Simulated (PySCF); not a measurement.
PbBr₂, SMILES [Br][Pb][Br] (connectivity only; charge and spin as stated), neutral, multiplicity 1.

The structure is a stationary point at r2SCAN-D4/def2-SVP. The isomer is the one that the SMILES or the coordinates give; other isomers of the formula were not compared. The def2 effective core potentials stand for the cores of Pb; spin–orbit coupling is left out.

All values below come from PBE/def2-TZVPD (PySCF).

The molecule is in vacuum.

The total energy is -5340.57601 hartree and the point group is C2v. The highest occupied level is -6.75 eV. The lowest empty level is -3.93 eV and the orbital gap is 2.82 eV. The dipole moment is 4.06 D and the quadrupole, principal values (traceless, Buckingham form, about the centre of nuclear charge) is -10.75, 4.62, 6.13 D·Å. The mean static polarisability is 96.7 bohr³ (14.33 Å³) and the polarisability, principal values is 65.7, 95.3, 129.0 bohr³.
